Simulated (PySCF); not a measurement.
# How methods differ on the excitation energy of S⁺

S⁺ [Ne] 3s2 3p3 (4S) → S⁺ [Ne] 3s2 3p2 3d1 (high-spin determinant), as a difference of total energies. Computed with PySCF 2.14 in dyall-acv3z, with the non-relativistic Hamiltonian (point nucleus). Correlated levels: valence: [Ne] frozen; valence and next inner shell: 1s2 frozen; virtual orbitals above 40 to 60 times the deepest correlated orbital energy dropped. The calculations carry no spin-orbit coupling.

```
                                method  excitation energy (eV)
                                   UHF                  14.500
                                  PBE0                  13.771
                         MP2 (valence)                  14.221
                     SCS-MP2 (valence)                  14.180
    MP2 (valence and next inner shell)                  14.221
SCS-MP2 (valence and next inner shell)                  14.186
```

Q: How much does correlation contribute at MP2 (valence and next inner shell)?

A: 14.221 − (14.500) = -0.279 eV, measured against UHF.

A first-order spin-orbit estimate (lowest level to lowest level, LS coupling) adds -0.039 eV.

The promoted electron is Rydberg-like, and one or two diffuse shells describe it only roughly, which tends to raise the upper state.

The determinant of the upper state mixes LS terms, which raises its energy above the lowest term, most at the Hartree-Fock and MP2 levels.
